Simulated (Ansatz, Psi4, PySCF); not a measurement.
C$_{3}$H$_{5}$ (SMILES [CH]1CC1), doublet, at a GFN2-xTB geometry. Base run: CCSD(T)/STO-3G (PySCF).

PySCF was given this input:
```python
from pyscf import gto, scf, cc

mol = gto.Mole()
mol.atom = '''
    C    -0.01011930    0.88481522   -0.03777061
    C     0.76315111   -0.35067630    0.05689274
    C    -0.75522711   -0.36829202    0.05102229
    H    -0.01634672    1.66492132   -0.76796371
    H     1.31462689   -0.70645278   -0.80771786
    H     1.25200813   -0.59394256    0.99113267
    H    -1.24551713   -0.62291802    0.98147659
    H    -1.29159938   -0.73668936   -0.81779420
'''
mol.basis = 'sto-3g'
mol.spin = 1
mol.verbose = 4
mol.build()

mf = scf.UHF(mol)
mf.kernel()

mycc = cc.CCSD(mf)
mycc.kernel()
et = mycc.ccsd_t()
print('E(CCSD(T)) = %.10f' % (mycc.e_tot + et))
```

The same geometry, method and basis name were run in Ansatz (a program for electronic structure) and Psi4 and PySCF, at each program's defaults and at the settings that a row names. The base is PySCF at its defaults. Differences at the defaults can come from grids, fitting, cores and function types together.

| code and settings | ΔE vs base (µEh) | basis functions | E (Eh) | SCF cycles |
|---|---|---|---|---|
| PySCF, defaults (exact integrals, spherical functions, all electrons correlated) | 0.0 | 20 | -115.19966 | 11 |
| Psi4, defaults (exact integrals, spherical functions, all electrons correlated) | 0.0 | 20 | -115.19966 | 13 |
| Ansatz, defaults (factorised integrals, spherical functions, frozen core) | 1237 | 20 | -115.19842 | - |
| PySCF, frozen core | 1227 | 20 | -115.19843 | 11 |
| Psi4, exact integrals, spherical functions, frozen core | 1227 | 20 | -115.19843 | 13 |
| Ansatz, high accuracy, frozen core | 1227 | 20 | -115.19843 | - |

Open shells are given as the SCF converged; they aren't shown to be the lowest states, and a large step between rows can be another state.
